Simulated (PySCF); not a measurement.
Compound: C₇H₁₁F₃O₂S.
InChI=1S/C7H11F3O2S/c1-12-6(7(8,9)10)5-2-3-13(11)4-5/h5-6H,2-4H2,1H3/t5-,6+,13-/m1/s1

The closed-shell ground state was solved at several levels (PySCF, density fitting, gas phase, non-relativistic). The structure is a single PBE0-D3(BJ)/def2-SVP conformer in the gas phase; no vibrational or solvent corrections.

| level | basis functions | total energy (Eh) | HOMO (eV) | LUMO (eV) | gap (eV) | dipole (D) |
| --- | --- | --- | --- | --- | --- | --- |
| PBE0/pcSseg-1 | 283 | -1120.5067 | -6.65 | 0.62 | 7.27 | 4.34 |
| B3LYP/def2-SVPD | 370 | -1120.8924 | -6.58 | -0.09 | 6.49 | 4.36 |

Task: What might PBE/pcSseg-1 (283 basis functions) give for the same quantities?

Result: Total energy -1120.4576 Eh, HOMO -5.24 eV, LUMO -0.32 eV, gap 4.92 eV, dipole 4.03 D.

Task: Over all these levels, which gives the widest orbital gap and which the narrowest?

Result: PBE0/pcSseg-1 (global hybrid, 25 % exact exchange) has the widest, 7.27 eV, and PBE/pcSseg-1 (GGA) the narrowest, 4.92 eV. The two share the basis. From the narrowest to the widest the HOMO moves by -1.41 eV and the LUMO by +0.94 eV.

Task: How far do the dipole and the HOMO energy spread over the levels?

Result: The dipole runs from 4.03 to 4.36 D (mean 4.24 D) and the HOMO from -6.65 to -5.24 eV.
